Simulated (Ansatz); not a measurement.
Species: BF, charge 1, doublet. BF+ (parent SMILES [B]F, doublet).
B3LYP-D3(BJ)/def2-TZVP minimum from Ansatz (a first-principles code):
```
B
F 1 1.2149
```
Charge +1, spin multiplicity 2.

Total energies in aug-cc-pVTZ, 9 correlated electrons, 2 frozen orbitals. Open shells are spin-unrestricted; no spin-orbit coupling. Correlated methods leave the cores frozen. No relativity.

```
method    program  energy (Eh)  minus CCSDT(Q) (mEh)
--------  -------  -----------  --------------------
HF         Ansatz   -123.79662                307.11
MP2        Ansatz   -124.09173                 12.01
CCSD       Ansatz   -124.09262                 11.12
CCSD(T)    Ansatz   -124.10312                  0.62
CCSDT(Q)   Ansatz   -124.10373                  0.00
```

Rough core times of Ansatz's runs on a shared machine: CCSD(T) under 20 s, CCSDT(Q) 3 min.
